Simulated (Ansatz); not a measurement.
Two members of one family (Oligo(pyridine), dithiol), computed with Ansatz in the gas phase. Binding counts from free atoms in the multiplicity of their measured ground term, without zero-point energy. The structures are stationary points that may keep the symmetry of their start.

First: Sc1ccc(-c2ccc(-c3ccc(-c4ccc(S)nc4)nc3)nc2)nc1 (singlet, charge 0, PBE-D4/def2-SVP geometry).

Cartesian coordinates in Å:
```
S 2.685 0.395 9.051
C 2.087 0.208 7.397
C 1.131 -0.745 6.994
C 0.737 -0.795 5.656
C 1.302 0.109 4.725
C 0.935 0.119 3.291
C 1.583 0.999 2.396
C 1.235 0.997 1.046
C 0.232 0.110 0.588
C -0.189 0.039 -0.830
C -1.254 -0.804 -1.216
C -1.644 -0.862 -2.551
C -0.967 -0.073 -3.511
C -1.327 -0.075 -4.947
C -2.410 -0.809 -5.482
C -2.681 -0.758 -6.848
C -1.847 0.040 -7.665
S -2.167 0.122 -9.407
N -0.813 0.747 -7.181
C -0.568 0.687 -5.867
N 0.061 0.729 -3.146
C 0.429 0.778 -1.866
N -0.399 -0.726 1.445
C -0.061 -0.716 2.733
N 2.223 1.019 5.121
C 2.599 1.069 6.395
H 1.935 -0.605 9.593
H 0.695 -1.448 7.722
H -0.004 -1.542 5.342
H 2.354 1.672 2.795
H 1.738 1.686 0.355
H -1.750 -1.401 -0.437
H -2.473 -1.523 -2.845
H -3.053 -1.422 -4.834
H -3.521 -1.322 -7.280
H -1.125 0.971 -9.631
H 0.283 1.273 -5.484
H 1.279 1.446 -1.646
H -0.624 -1.420 3.373
H 3.355 1.831 6.659
```

| level | HOMO (eV) | LUMO (eV) | gap (eV) | binding per atom (eV) |
| --- | --- | --- | --- | --- |
| PBE-D4/def2-SVP | -5.19 | -2.87 | 2.32 | 5.48 |
| PBE0-D4/def2-SVP | -6.07 | -2.24 | 3.83 | 5.32 |

Second: Sc1ccc(-c2ccc(-c3ccc(-c4ccc(-c5ccc(-c6ccc(S)nc6)nc5)nc4)nc3)nc2)nc1 (singlet, charge 0, PBE-D4/def2-SVP geometry).

Cartesian coordinates in Å:
```
S 10.2688 6.9836 -5.7662
C 9.0936 5.9360 -4.9614
C 9.3892 4.6717 -4.4150
C 8.3697 3.9379 -3.8040
C 7.0621 4.4698 -3.7432
C 5.9291 3.7506 -3.1176
C 4.6493 4.3443 -3.0655
C 3.5879 3.6572 -2.4795
C 3.8058 2.3667 -1.9432
C 2.7310 1.5676 -1.3115
C 3.0112 0.2873 -0.7854
C 1.9912 -0.4607 -0.2013
C 0.6812 0.0730 -0.1456
C -0.4559 -0.6649 0.4478
C -0.3734 -1.9957 0.9077
C -1.4991 -2.6158 1.4510
C -2.7150 -1.8989 1.5337
C -3.9548 -2.4852 2.0908
C -5.1188 -1.6963 2.2169
C -6.2817 -2.2554 2.7419
C -6.2832 -3.6117 3.1459
C -7.4763 -4.2746 3.7156
C -8.6952 -3.6058 3.9749
C -9.7752 -4.3031 4.5123
C -9.6094 -5.6811 4.7839
S -10.9689 -6.5927 5.4663
N -8.4637 -6.3393 4.5493
C -7.4369 -5.6535 4.0341
N -5.1703 -4.3729 3.0196
C -4.0633 -3.8308 2.5149
N -2.7988 -0.6188 1.0988
C -1.7193 -0.0358 0.5809
N 0.4107 1.3022 -0.6403
C 1.3920 2.0119 -1.1956
N 5.0312 1.7954 -1.9876
C 6.0407 2.4589 -2.5483
N 6.7885 5.6860 -4.2683
C 7.7551 6.3882 -4.8503
H 11.3336 6.1470 -5.6261
H 10.4097 4.2614 -4.4646
H 8.6021 2.9522 -3.3768
H 4.5245 5.3478 -3.4969
H 2.5943 4.1250 -2.4429
H 4.0433 -0.0853 -0.8527
H 2.2158 -1.4535 0.2140
H 0.5683 -2.5619 0.8391
H -1.4279 -3.6521 1.8090
H -5.0716 -0.6492 1.8865
H -7.1859 -1.6373 2.8331
H -8.8082 -2.5318 3.7639
H -10.7289 -3.7962 4.7223
H -10.2612 -7.7576 5.5101
H -6.5003 -6.2048 3.8483
H -3.1988 -4.5140 2.4352
H -1.8183 1.0062 0.2329
H 1.0969 3.0042 -1.5790
H 7.0099 1.9292 -2.5509
H 7.4740 7.3751 -5.2613
```

Estimate the same table for the second.


```
           level  HOMO (eV)  LUMO (eV)  gap (eV)  binding per atom (eV)
 PBE-D4/def2-SVP      -5.18      -3.08      2.10                   5.58
PBE0-D4/def2-SVP      -6.04      -2.47      3.57                   5.42
```
